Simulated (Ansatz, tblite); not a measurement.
Removing and adding an electron: Si₂S₂. Total charge 0; singlet. Geometry: PBE0-D4/def2-TZVP. Ansatz, gas phase; energy differences of separate SCF runs; the oxidised species was run as a doublet alone; the reduced species was run as a doublet alone.

```xyz
4

Si   -1.170   -0.369    0.710
Si    0.873    0.576   -0.958
S     0.004   -1.405   -0.792
S     0.294    1.198    1.039
```

The xTB rows come from tblite. Correlated methods freeze 20 core orbitals. The structure comes from a short search, and lower isomers may exist.

**Question.** Estimate orbital energies and vertical ionisation energies and electron affinities at: GFN1-xTB; GFN2-xTB; PBE-D4/def2-TZVP; PBE-D4/def2-TZVPD; r2SCAN-D4/def2-TZVP; r2SCAN-D4/def2-TZVPD; PBE0-D4/def2-TZVP; PBE0-D4/def2-TZVPD; MP2/def2-TZVPP; CCSD/def2-TZVPP; CCSD(T)/def2-TZVPP.

**Answer.** 
```tsv
level	−HOMO (eV)	vertical IE (eV)	−LUMO (eV)	vertical EA (eV)	HOMO–LUMO gap (eV)	IE − EA (eV)	remarks
GFN1-xTB	8.94	11.94	6.40	4.25	2.54	7.69	–
GFN2-xTB	9.65	12.57	7.70	4.82	1.95	7.74	–
PBE-D4/def2-TZVP	5.50	8.19	3.57	–	1.93	–	–
PBE-D4/def2-TZVPD	5.54	–	3.61	1.27	1.93	–	HOMO above zero (-1 doublet)
r2SCAN-D4/def2-TZVP	5.68	8.22	3.54	–	2.14	–	–
r2SCAN-D4/def2-TZVPD	5.70	–	3.56	1.37	2.14	–	HOMO above zero (-1 doublet)
PBE0-D4/def2-TZVP	6.44	8.33	2.82	–	3.62	–	–
PBE0-D4/def2-TZVPD	6.47	–	2.85	1.26	3.62	–	HOMO above zero (-1 doublet)
MP2/def2-TZVPP	–	8.36	–	–	–	–	restricted SCF unstable (singlet), spin-contaminated (⟨S²⟩ 0.85) (+1 doublet)
CCSD/def2-TZVPP	–	8.41	–	–	–	–	large T1 (0.020) (singlet), restricted SCF unstable (singlet), spin-contaminated (⟨S²⟩ 0.85) (+1 doublet)
CCSD(T)/def2-TZVPP	–	8.38	–	–	–	–	large T1 (0.020) (singlet), restricted SCF unstable (singlet), spin-contaminated (⟨S²⟩ 0.85) (+1 doublet)
```

Run but left out: HF/def2-TZVPP (singlet: restricted singlet, unstable towards broken spin symmetry).   A HOMO above zero means that the electron is unbound at that level or that self-interaction error raises the level; the energy of removing that electron tells which. Raw xTB energy differences between charge states are shifted by several eV; the methods need an empirical correction for them.
